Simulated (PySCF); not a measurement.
Input of a run (PBE0-D3(BJ)/def2-SVP geometry optimisation, gas phase, def2 core potentials past Kr (PySCF 2.14.0)), started from GFN2-xTB:
```
{"job": {"xc": "PBE0", "basis": "def2-SVP", "d3": "d3bj", "grid": 1, "maxiter": 30, "shake": 0.01, "kind": "geom"}, "charge": 0, "multiplicity": 1}
Br     0.068760    -1.056640     1.994600
Si    -0.006380     0.014730     0.033120
Br    -0.222690     2.196730     0.395410
I      2.128190    -0.411140    -1.182780
I     -1.934300    -0.777660    -1.278230
```

Output (energies in Eh, forces in Eh/bohr):
```
step   0  E = -6031.98732087  max force = 0.011916
step   1  E = -6031.98690347  max force = 0.006750
step   2  E = -6031.98849556  max force = 0.004036
step   3  E = -6031.98877238  max force = 0.001313
step   4  E = -6031.98879173  max force = 0.000340
step   5  E = -6031.98879419  max force = 0.000243
optimisation converged
```

Task: Summarise the run.

Result: The energy falls by 3.9 kJ/mol over 6 energy and gradient evaluations, the largest force component goes from 0.0119 to 2.4e-04 Eh/bohr, and the atoms move by 0.036 Å rms after alignment. The bond that changes most is Si2–I4 (ends: four-coordinate silicon; iodine bonded to Si), which shortens by 0.061 Å. Bonds longer at the end by more than 0.005 Å: 0 of 4; shorter: 4. The energy rose by more than 1e-6 Eh at step 1.

Task: What are the final bond lengths?

Result: Br1–Si2 2.209 Å, Si2–Br3 2.210 Å, Si2–I4 2.432 Å, Si2–I5 2.431 Å. Numbering counts from 1 in the input's order; the species is `Br[Si](Br)(I)I`.

The run used 134 basis functions and 46 SCF cycles in all. Hardware: one thread, Arm Neoverse V1 (aarch64), no GPU, shared host. Cost: 98 s wall, 0.66 GiB resident at most.

No frequency check.
